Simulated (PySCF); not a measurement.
Compound: 2-bromopropene, C3H5Br.
SMILES with atom numbers: `[CH2:1]=[C:2]([CH3:3])[Br:4]` (hydrogens: H5, H6 on C1; H7, H8, H9 on C3)

Computed with PBE0-D3(BJ)/def2-SVP geometry optimisation, gas phase (PySCF 2.14.0).

**Question.** Give the optimised bond lengths and angles.

**Answer.** 
```csv
bond,length (Å)
C1=C2,1.332
C2–C3,1.491
C2–Br4,1.904
C1–H5,1.091
C1–H6,1.093
"C3–H7, C3–H8, C3–H9",1.101
```

Bonds in one row agree within 0.01 Å and their mean is given. A selection of angles:
```csv
angle,degrees
C2–C1–H5,122.4
C2–C1–H6,119.4
H5–C1–H6,118.3
C1–C2–C3,126.7
C1–C2–Br4,119.4
C3–C2–Br4,113.9
C2–C3–H7,110.8
C2–C3–H8,110.3
H7–C3–H8,108.8
H7–C3–H9,107.1
```

The 4 heavy atoms lie in one plane (0.000 Å rms). Of the pairs four or more bonds apart, H6···H8 is among the closest relative to their van der Waals radii: 2.45 Å, 102 % of the sum of Bondi's values. The 2 C–C bonds span 1.332 Å (C1=C2, drawn double) to 1.491 Å (C2–C3, drawn single), a spread of 0.159 Å.

Point group: Cs (tolerance 0.08 Å). Not checked by PBE0-D3(BJ)/def2-SVP frequencies.

The run took 19 s wall on an x86-64 server with one thread, shared host. These figures are those of the optimisation.
